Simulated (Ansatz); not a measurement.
Consider the atomization: `N=C(F)BS` → B• + C• + F• + 3 H• + N• + S•.

Isolated molecules relaxed with PBE0-D4/def2-TZVP in Ansatz; ΔE leaves out vibrations. CBS: MP2 limit from def2 TZ/QZ plus the TZ coupled-cluster correction, frozen cores. This one scheme is used for every species, atoms too. Functionals use def2-TZVPP. No spin–orbit coupling; open shells (•) take unrestricted orbitals. Spin–orbit coupling would lower the free atoms: a little for B, C, F, S. One conformer a species, not always the lowest.

```
             level  ΔE (kJ/mol)
       LDA (SPW92)       3594.4
            PBE-D4       3174.2
            B97M-V       3066.0
          BHLYP-D4       2911.9
            B2PLYP       3013.5
           r2SCANh       3026.0
SCS-MP2/def2-TZVPP       2987.7
    MP2/def2-QZVPP       3074.2
```

(1) What does CCSD(T)/CBS give? (Estimate.)

Largest T1 diagnostic among the species: 0.016.

## Answers

(1) The calculation gave: +3022.4 kJ/mol. The listed levels differ from it by 572.0, 151.8, 43.6, -110.5, -8.9, 3.6, -34.7, 51.8 kJ/mol.

The D4 term adds +25.9 kJ/mol with B3LYP and +13.4 kJ/mol with PBE0; it sums over pairs of atoms, weighted by their polarisabilities, and B3LYP, whose exchange is more repulsive, gets the larger term. From r2SCAN to r2SCAN0 (25 % exact exchange), in def2-TZVPP and without D4, ΔE moves by −84.3 kJ/mol: exact exchange takes away binding that semilocal exchange gives to molecules. Leaving LDA and LC-ωPBE aside and taking each functional with its dispersion term where it has one, the values spread over 262.3 kJ/mol, from BHLYP-D4 to PBE-D4. LDA lies +436.2 kJ/mol from PBE without D4, its usual overbinding.

B3LYP here is the variant with VWN-RPA as its local correlation; programs differ in this.

For atomizations the MP2-based limit and the directly extrapolated one differ by several kJ/mol either way, and by 10 to 25 for some Ge, Se and Sn compounds, so smaller differences from it don't rank the levels.
